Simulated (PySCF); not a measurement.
A PySCF script (with the pyscf-properties extension) for the NMR shieldings of SMILES C=Cc1cccc2ccsc12, C10H8S, on a GFN2-xTB geometry:

```python
import basis_set_exchange as bse
import numpy as np
from pyscf import gto, dft
from pyscf.prop import nmr

atoms = """
C    -3.180256   -1.088900   -0.341249
C    -1.868340   -1.243629   -0.210329
C    -0.875198   -0.185771   -0.094161
C    -1.180842    1.171619   -0.110768
C    -0.195567    2.146082    0.002795
C     1.132349    1.804152    0.137444
C     1.485613    0.454445    0.159456
C     2.781586   -0.131108    0.288081
C     2.747192   -1.478054    0.269108
S     1.151084   -2.125527    0.095485
C     0.477178   -0.519200    0.043313
H    -3.836755   -1.937938   -0.420642
H    -3.652969   -0.122449   -0.374447
H    -1.454827   -2.244846   -0.182826
H    -2.208894    1.480409   -0.214688
H    -0.481318    3.187594   -0.015505
H     1.898856    2.559268    0.225542
H     3.683014    0.447208    0.389013
H     3.568293   -2.164103    0.346916
"""
names = dict.fromkeys(["C", "S", "H"], "pcSseg-1")
basis = {el: gto.basis.parse(bse.get_basis(n, elements=[el], fmt="nwchem")) for el, n in names.items()}
mol = gto.M(atom=atoms, basis=basis, charge=0, verbose=0)
mf = dft.RKS(mol, xc="PBE0")
mf.grids.level = 2
mf.grids.alignment = dft.numint.BLKSIZE   # the property module wants whole blocks of grid points
mf.conv_tol = 1e-9
mf.kernel()

calc = nmr.RKS(mf)   # GIAO
C = mf.mo_coeff
Co = C[:, mf.mo_occ > 0]
resp = mf.gen_response(singlet=True, hermi=2)
def vind(x):   # induced exchange potential for any number of trial vectors
    d = np.einsum("pi,xij,qj->xpq", C, 2 * x.reshape(-1, C.shape[1], Co.shape[1]), Co, optimize=True)
    return np.einsum("xpq,pi,qj->xij", resp(d - d.transpose(0, 2, 1)), C, Co, optimize=True).ravel()
mo1, _ = nmr.rhf.solve_mo1(calc, with_cphf=vind)
sigma = calc.kernel(mo1)
for i, s in enumerate(sigma):   # ppm
    print("%2d %-2s %9.2f" % (i, mol.atom_pure_symbol(i), np.trace(s) / 3))
```

**Question.** What are the results?

**Answer.** 
```
 0 C      67.47
 1 C      45.27
 2 C      51.46
 3 C      64.51
 4 C      57.25
 5 C      58.04
 6 C      42.65
 7 C      57.61
 8 C      52.79
 9 S     333.81
10 C      38.66
11 H      25.89
12 H      25.26
13 H      24.41
14 H      23.64
15 H      24.03
16 H      23.68
17 H      24.20
18 H      24.40
```

These numbers come from an equivalent density-fitted implementation of the same equations, which agrees with the script to about 0.01 ppm for H and up to a few tenths of a ppm for heavy atoms, so last digits may differ.

**Question.** Turn these shieldings into chemical shifts. Shifts are taken against calculated references (same method and geometry level): 13C (σ = 186.93 ppm) and 1H (σ = 31.72 ppm) vs TMS; CS2 for 33S (σ = 503.73 ppm).

**Answer.** Averaging equivalent atoms: C 10: 148.3; C 6: 144.3; C 1: 141.7; C 2: 135.5; C 8: 134.1; C 4: 129.7; C 7: 129.3; C 5: 128.9; C 3: 122.4; C 0: 119.5; S 9: 170; H 14: 8.08; H 16: 8.03; H 15: 7.69; H 17: 7.51; H 18: 7.32; H 13: 7.31; H 12: 6.46; H 11: 5.82 ppm. 

Size and cost of the density-fitted run: 234 basis functions, 100 s wall time on 1 thread of an Arm Neoverse N1, shared host; peak memory 1.1 GiB.
